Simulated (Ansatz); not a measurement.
The cluster HfS2 (the lowest singlet isomer of a short search), 3 atoms. Hardware: 4 threads of AMD EPYC 9R45 on a shared host.

In the def2 sets Hf takes a core potential; there is no spin–orbit coupling. Correlated methods freeze 10 core orbitals; core or outer-core shells of Hf are correlated, in sets that lack core-valence functions.

(1) How many basis functions does each of these Ansatz runs have, and roughly what does it cost? HSE06-D4/def2-TZVP, charge 0 singlet, energy, from earlier orbitals; PBE0-D4/def2-TZVP, charge 0 unrestricted singlet, energy, from earlier orbitals; PBE-D4/def2-TZVPD, charge -1 doublet at the geometry of the charge 0 singlet, energy, from earlier orbitals; CCSD(T)/def2-TZVPP, charge 1 doublet at the geometry of the charge 0 singlet, energy, from earlier orbitals; MP2/def2-TZVP, charge 0 quintet, energy, from earlier orbitals; RPA@PBE/def2-TZVP, charge 0 quintet, energy, from earlier orbitals; r2SCAN-D4/def2-TZVP, charge 1 doublet at the geometry of the charge 0 singlet, energy, from earlier orbitals; CCSD(T)/def2-TZVPD, charge 0 singlet, energy, from earlier orbitals; RPA@PBE/def2-TZVP, charge 0 singlet, energy, from earlier orbitals; PBE-D4/def2-TZVP, charge 0 unrestricted singlet, energy, from earlier orbitals; r2SCAN-D4/def2-TZVP, charge 0 quintet, energy, from earlier orbitals; r2SCAN-D4/def2-TZVP, charge 0 singlet, energy, from earlier orbitals.

## Answers

(1) Other jobs shared the machine, so times can vary by a factor of up to 3. A dash marks memory too small to be measured apart from the calling script's.

```
                                                                                                         run  functions  fitting or Cholesky vectors  wall time  peak host memory (GiB)
                                         HSE06-D4/def2-TZVP, charge 0 singlet, energy, from earlier orbitals        114                          935      0.5 s                       –
                              PBE-D4/def2-TZVP, charge 0 unrestricted singlet, energy, from earlier orbitals        114                          867      0.6 s                       –
                                          RPA@PBE/def2-TZVP, charge 0 singlet, energy, from earlier orbitals        114                          798      0.7 s                       –
                                              MP2/def2-TZVP, charge 0 quintet, energy, from earlier orbitals        114                          802      0.8 s                       –
                                        r2SCAN-D4/def2-TZVP, charge 0 singlet, energy, from earlier orbitals        114                          867      0.8 s                       –
 PBE-D4/def2-TZVPD, charge -1 doublet at the geometry of the charge 0 singlet, energy, from earlier orbitals        135                          953      0.8 s                       –
                             PBE0-D4/def2-TZVP, charge 0 unrestricted singlet, energy, from earlier orbitals        114                          935      1.1 s                       –
r2SCAN-D4/def2-TZVP, charge 1 doublet at the geometry of the charge 0 singlet, energy, from earlier orbitals        114                          867      1.4 s                       –
                                         CCSD(T)/def2-TZVPD, charge 0 singlet, energy, from earlier orbitals        135                          930      2.1 s                    0.55
                                        r2SCAN-D4/def2-TZVP, charge 0 quintet, energy, from earlier orbitals        114                          867      3.4 s                       –
                                          RPA@PBE/def2-TZVP, charge 0 quintet, energy, from earlier orbitals        114                          802      3.4 s                       –
 CCSD(T)/def2-TZVPP, charge 1 doublet at the geometry of the charge 0 singlet, energy, from earlier orbitals        140                          847      5.5 s                     1.1
```
